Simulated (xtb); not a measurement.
Harmonic IR lines of one isomer of C₅H₈, unscaled. Calculation: GFN2-xTB (xtb).

| wavenumber (cm⁻¹) | relative intensity |
|---|---|
| 601 | 4.7 |
| 623 | 8.3 |
| 798 | 17 |
| 881 | 11 |
| 917 | 5.2 |
| 990 | 28 |
| 1011 | 24 |
| 1271 | 6.3 |
| 1361 | 9.6 |
| 1401 | 6.6 |
| 1424 | 6.8 |
| 1472 | 5.8 |
| 1484 | 11 |
| 1687 | 37 |
| 2989 | 37 |
| 3005 | 41 |
| 3037 | 13 |
| 3052 | 49 |
| 3064 | 19 |
| 3074 | 100 |
| 3097 | 34 |
| 3126 | 77 |

### Question
Identify which structure gives these lines.
A. `C#CCCC`
B. `C=C/C=C\C`
C. `CC1=CCC1`
D. `CC=C1CC1`

### Answer
B, `C=C/C=C\C`
